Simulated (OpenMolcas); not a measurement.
Multiconfigurational calculation on Pt3+

Pt3+ among 6 point charges of -1.7 e arranged as a tetragonal octahedron (D4h), 2.21 Å from the ion, with the axial distance 2.343 Å. With inversion symmetry the input lists one of each pair of outer charges.

Input:

```
&GATEWAY
Coord
1

Pt 0.0 0.0 0.0
Basis=ANO-RCC-VDZP
Group=XYZ
NoMove
AngMom=0.0 0.0 0.0
AMFI
XField
3 Angstrom 0
2.210000 0.000000 0.000000 -1.700000
0.000000 2.210000 0.000000 -1.700000
0.000000 0.000000 2.342600 -1.700000
&SEWARD
&RASSCF
FileOrb=start.orb
Symmetry=1
Spin=4
nActEl=7 0 0
Inactive=15 19
Ras2=5 0
CIRoot=10 10 1
SDav=10
CIMx=300
Iter=120 100
PrWF=0.3
OrbListing=Nothing
MaxOrb=0
>>> COPY $Project.JobIph JOB001
&RASSCF
FileOrb=start.orb
Symmetry=1
Spin=2
nActEl=7 0 0
Inactive=15 19
Ras2=5 0
CIRoot=40 40 1
SDav=40
CIMx=300
Iter=120 100
PrWF=0.3
OrbListing=Nothing
MaxOrb=0
>>> COPY $Project.JobIph JOB002
&RASSI
NrOfJobIphs=2 10 40
1 2 3 4 5 6 7 8 9 10
1 2 3 4 5 6 7 8 9 10 11 12 13 14 15 16 17 18 19 20 21 22 23 24 25 26 27
28 29 30 31 32 33 34 35 36 37 38 39 40
IphNames
JOB001
JOB002
EJob
SpinOrbit
DIPRint=1.0
SOCoupling=1000.0
Subsets=2
Property=9
'ANGMOM' 1 'ANGMOM' 2 'ANGMOM' 3 'MLTPL  1' 1 'MLTPL  1' 2 'MLTPL  1' 3
'AMFI' 1 'AMFI' 2 'AMFI' 3
SOProperty=3
'ANGMOM' 1 'ANGMOM' 2 'ANGMOM' 3
```

Launched by
```bash
OMP_NUM_THREADS=1 MOLCAS_MEM=1689 MOLCAS_PROJECT=a pymolcas a.inp > a.log  # once for each step of the input, in one work folder
```

A driver script runs the steps one by one and writes start.orb anew before each from the orbitals found so far.

Output, cut to the results:

```
--- SEWARD ---
Basis set label: PT.ANO-RCC...7S6P4D2F.

      Electronic valence basis set:
      ------------------
      Associated Effective Charge  78.000000 au
      Associated Actual Charge     78.000000 au
      Nuclear Model: Point charge

      Shell  nPrim  nBasis  Cartesian Spherical Contaminant
         s      24       7        X
         p      21       6        X
         d      15       4                 X
         f      11       2                 X
                  Relativistic Douglas-Kroll-Hess integrals:
                    - DKH order of Hamiltonian: 2
                    - DKH order of Properties : 0
                  Atomic mean-field integrals
--- RASSCF ---
Wave function specifications:
      -----------------------------

      Number of closed shell electrons          68
      Number of electrons in active shells       7
      Max number of holes in RAS1 space          0
      Max nr of electrons in RAS3 space          0
      Number of inactive orbitals               34
      Number of active orbitals                  5
      Number of secondary orbitals              20
      Spin quantum number                      1.5
      State symmetry                             1
Orbital specifications:
      -----------------------

      Symmetry species                           1   2
                                                ag  au
      Frozen orbitals                            0   0
      Inactive orbitals                         15  19
      Active orbitals                            5   0
      RAS1 orbitals                              0   0
      RAS2 orbitals                              5   0
      RAS3 orbitals                              0   0
      Secondary orbitals                         7  13
      Deleted orbitals                           0   0
      Number of basis functions                 27  32
      Number of CSFs                            10
      Number of root(s) required                10
      Iter CI   SX   CI       RASSCF       Energy    max ROT     max BLB   max BLB  Level Ln srch  Step   QN
          iter iter root      energy       change     param      element    value   shift minimum  type update
 Nr of preliminary CI iterations:   1
      Total energies have been shifted. Add               -18000.00 au
        1   1    6    0  -400.87368085    0.00E+00   1.57E-01*  20  27 1  4.13E-01*  0.00   0.00    SX    NO
        2   1    6    0  -401.07709521   -2.03E-01*  3.93E-02   19  25 2  1.65E-01*  0.05   0.00    SX    NO
        3   1    6    0  -401.09655295   -1.95E-02*  2.36E-02   13  29 2  6.72E-02*  0.00   0.00    SX    NO
        4   1    5    0  -401.10145918   -4.91E-03*  1.42E-02   19  25 2  4.02E-02*  0.02   0.00    SX    NO
        5   1    5    0  -401.10307745   -1.62E-03*  5.06E-03   18  24 2 -2.25E-02*  0.00   0.64    QN   YES
        6   1    4    0  -401.10388171   -8.04E-04* -5.48E-04   13  29 2  5.44E-04*  0.01   1.02    QN   YES
        7   1    4    0  -401.10388250   -7.87E-07* -3.26E-04   18  21 1 -1.66E-04*  0.01   1.26    QN   YES
        8   1    4    0  -401.10388259   -9.38E-08*  6.75E-05   16  32 2 -3.88E-05   0.01   1.18    QN   YES
        9   1    3    0  -401.10388260   -4.59E-09   1.74E-06   11  27 2 -6.33E-06   0.01   1.07    QN   YES
      Convergence after  9 iterations
       10   1    3    0  -401.10388260   -5.09E-11   1.74E-06   20  27 1 -4.64E-07   0.01   1.07    QN   YES
      Natural orbitals and occupation numbers for root  1
      sym 1:   1.077941   1.077941   1.000000   1.922059   1.922059
      Natural orbitals and occupation numbers for root  2
      sym 1:   1.901799   1.901799   1.098201   1.000000   1.098201
      Natural orbitals and occupation numbers for root  3
      sym 1:   1.901799   1.000000   1.098201   1.098201   1.901799
::    RASSCF root number  1 Total energy: -18401.14195413
::    RASSCF root number  2 Total energy: -18401.13864024
::    RASSCF root number  3 Total energy: -18401.13864024
::    RASSCF root number  4 Total energy: -18401.11889571
::    RASSCF root number  5 Total energy: -18401.11604756
::    RASSCF root number  6 Total energy: -18401.11604756
::    RASSCF root number  7 Total energy: -18401.08996461
::    RASSCF root number  8 Total energy: -18401.06344665
::    RASSCF root number  9 Total energy: -18401.06344665
::    RASSCF root number 10 Total energy: -18401.05174261
--- RASSCF ---
Wave function specifications:
      -----------------------------

...
--- RASSI ---
SPIN-FREE ENERGIES:
  (Shifted by EMIN (a.u.) =     -18401.1419541304)

 SF State       Relative EMIN(au)   Rel lowest level(eV)    D:o, cm**(-1)      L_eff

     1             0.0000000000        0.0000000000              0.0000         3.0
     2             0.0033138910        0.0901755675            727.3150         3.0
     3             0.0033138910        0.0901755675            727.3150         3.0
     4             0.0230584174        0.6274515013           5060.7377         3.0
     5             0.0259065718        0.7049537311           5685.8353         3.0
     6             0.0259065718        0.7049537311           5685.8353         3.0
    11             0.0510829680        1.3900383728          11211.4156         4.0
     7             0.0519895177        1.4147068458          11410.3802         3.0
    12             0.0612598128        1.6669644275          13444.9748         4.0
    13             0.0696833005        1.8961792056          15293.7167         4.3
    14             0.0724546377        1.9715911311          15901.9549         4.0
    15             0.0724546377        1.9715911311          15901.9549         4.0
    16             0.0765216197        2.0822593500          16794.5543         4.2
    17             0.0765216197        2.0822593500          16794.5543         4.2
    18             0.0784607020        2.1350244676          17220.1337         3.9
     8             0.0785074827        2.1362974358          17230.4008         1.1
     9             0.0785074827        2.1362974358          17230.4008         1.1
    19             0.0898677412        2.4454258180          19723.6894         4.0
    10             0.0902115185        2.4547804731          19799.1398         1.1
    20             0.0902459641        2.4557177854          19806.6997         2.4
    21             0.0930960306        2.5332720464          20432.2170         3.5
...
```

Spin-orbit levels above the lowest (labels of D4, the rotations of D4h):

```tsv
E (cm-1)	Degeneracy	Label	2S+1	g
0.0	2	E1/2	4 (89 %)	2.28 6.07 6.07
845.4	2	E3/2	4 (87 %)	1.93 4.57 4.57
1104	2	E1/2	4 (84 %)	0.09 0.09 9.92
2986	2	E3/2	4 (80 %)	3.88 4.03 4.03
3025	2	E1/2	4 (78 %)	0.17 0.17 7.36
10736	2	E3/2	4	1.56 1.56 2.30
11473	2	E1/2	4 (74 %)	1.48 1.48 3.10
11709	2	E3/2	4 (80 %)	2.18 2.59 2.59
13143	2	E1/2	4 (83 %)	2.14 3.14 3.14
13637	2	E1/2	4 (81 %)	1.38 1.38 3.23
14023	2	E3/2	4 (71 %)	1.42 1.42 2.61
14864	2	E3/2	4 (76 %)	0.88 0.88 1.00
16935	2	E1/2	4 (55 %)	0.00 0.43 0.43
17104	2	E3/2	4 (56 %)	0.19 1.13 1.13
19499	2	E1/2	2 (67 %)	0.48 3.06 3.06
20646	2	E3/2	2 (70 %)	1.06 1.06 4.27
20747	2	E1/2	2 (56 %)	1.98 1.98 2.13
21638	2	E3/2	4 (68 %)	0.10 2.56 2.56
22225	2	E3/2	4 (58 %)	0.70 0.70 1.16
22351	2	E1/2	2 (56 %)	1.58 1.58 3.02
```

Spin-orbit coupling mixes the spin-free states strongly: the lowest level takes only 42 % from its leading state, 4A2. Without dynamic correlation the repulsion within the d shell is too large (B by tens of per cent), so at a given field states of lower spin stand too high. This shell can be high or low spin here, a state of another spin lies low, and with metal d orbitals alone active their balance is uncertain, so the ground spin may be wrong. Point charges give a weaker field than real ligands, and real ions of this kind are as a rule low spin; the high spin found here belongs to the model. This is an electrostatic model: the charges have no orbitals. No measured value stands beside these numbers.

The RASSCF and RASSI steps took 9.3 s on 1 thread of Arm Neoverse V2, on a shared host; the integral step is not counted.
